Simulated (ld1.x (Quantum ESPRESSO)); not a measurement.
ytterbium (Yb) TM: all-electron and pseudo phase curves

* Element: ytterbium
* Generator: ld1.x (Quantum ESPRESSO) 7.5
* Type: norm-conserving Troullier–Martins (Kleinman–Bylander form)
* Functional: PBEsol
* Relativity: fully relativistic
* Frozen core: [Kr] 4d10
* Valence charge: 24
* Reference configuration: 4f14 5s2 5p6 5d0 6s0 6p0 (charge +2)
* Partial waves: 5s (bound): rc 1.45 bohr; 5p (bound): rc 1.55 bohr; 5d (bound, empty): rc 2.50 bohr; 4f (bound): rc 0.55 bohr
* Local potential: all-electron potential smoothed inside 0.55 bohr (lloc = -2)
* Core correction: none

Open shells are filled in proportion to 2j + 1 (rel_dist='average').

The phase is arctan(r·u′/u) with u = r·R(r), unwrapped; energies in Ry, scanned from -7 to 5 Ry. A pole is an energy at which the radial function vanishes at the test radius. The pseudo phase is shifted by a multiple of π to meet the all-electron one at the reference energy, and phase errors are pseudo minus all-electron; the curves can meet again beyond the range given. Levels narrower than the energy grid can be missing from the lists of poles.

| channel | radius (bohr) | reference energy (Ry) | poles, all-electron | poles, pseudo | unbroken range about the reference energy with phases within 0.05 rad | phase error 1 Ry above the reference energy (rad) |
| --- | --- | --- | --- | --- | --- | --- |
| s | 2.71 | -5.12 | -5.07, 1.88 | -5.07, 1.46 | below -1.4 | -0.000 |
| p1/2 | 2.71 | -3.42 | -3.29, 3.11 | -3.29, 3.02 | the whole range | -0.000 |
| p3/2 | 2.71 | -2.97 | -2.77, 3.67 | -2.77, 3.51 | below 0.3 | -0.000 |
| d3/2 | 2.71 | -0.99 | -0.15 | -1.99, -0.14 | -2.0 to 1.9 | +0.003 |
| d5/2 | 2.71 | -0.97 | -0.07 | -0.06 | -2.7 to 2.1 | +0.002 |
| f5/2 | 2.71 | -1.35 | -1.32, 3.13 | -1.32, 3.14 | not even at the reference energy | +0.001 |
| f7/2 | 2.71 | -1.25 | -1.22, 3.17 | -1.22, 3.17 | the whole range | +0.000 |

A Bessel basis up to 400 Ry misses an occupied level by 0.72 Ry, so cutoffs and ghosts were not judged.

Phases in the d3/2 channel:

| E (Ry) | all-electron | pseudo |
| --- | --- | --- |
| -7.00 | 1.419 | 4.560 |
| -6.74 | 1.415 | 4.557 |
| -6.48 | 1.411 | 4.553 |
| -6.22 | 1.407 | 4.549 |
| -5.96 | 1.403 | 4.544 |
| -5.70 | 1.398 | 4.539 |
| -5.44 | 1.393 | 4.534 |
| -5.18 | 1.387 | 4.528 |
| -4.92 | 1.380 | 4.522 |
| -4.66 | 1.373 | 4.515 |
| -4.40 | 1.365 | 4.507 |
| -4.14 | 1.356 | 4.497 |
| -3.88 | 1.345 | 4.487 |
| -3.62 | 1.333 | 4.474 |
| -3.36 | 1.318 | 4.460 |
| -3.10 | 1.300 | 4.441 |
| -2.84 | 1.278 | 4.418 |
| -2.58 | 1.248 | 4.388 |
| -2.32 | 1.207 | 4.345 |
| -2.06 | 1.146 | 4.258 |
| -1.80 | 1.044 | 1.055 |
| -1.54 | 0.838 | 0.844 |
| -1.28 | 0.300 | 0.304 |
| -1.02 | -0.705 | -0.705 |
| -0.76 | -1.230 | -1.229 |
| -0.50 | -1.436 | -1.434 |
| -0.24 | -1.543 | -1.541 |
| 0.02 | -1.613 | -1.610 |
| 0.28 | -1.667 | -1.663 |
| 0.54 | -1.715 | -1.710 |
| 0.80 | -1.763 | -1.755 |
| 1.06 | -1.815 | -1.805 |
| 1.32 | -1.879 | -1.864 |
| 1.58 | -1.965 | -1.941 |
| 1.84 | -2.094 | -2.053 |
| 2.10 | -2.313 | -2.235 |
| 2.36 | -2.722 | -2.563 |
| 2.62 | -3.354 | -3.126 |
| 2.88 | -3.883 | -3.719 |
| 3.14 | -4.174 | -4.081 |
| 3.40 | -4.335 | -4.277 |
| 3.66 | -4.432 | -4.393 |
| 3.92 | -4.498 | -4.469 |
| 4.18 | -4.546 | -4.523 |
| 4.44 | -4.582 | -4.563 |
| 4.70 | -4.611 | -4.594 |
| 4.96 | -4.635 | -4.620 |
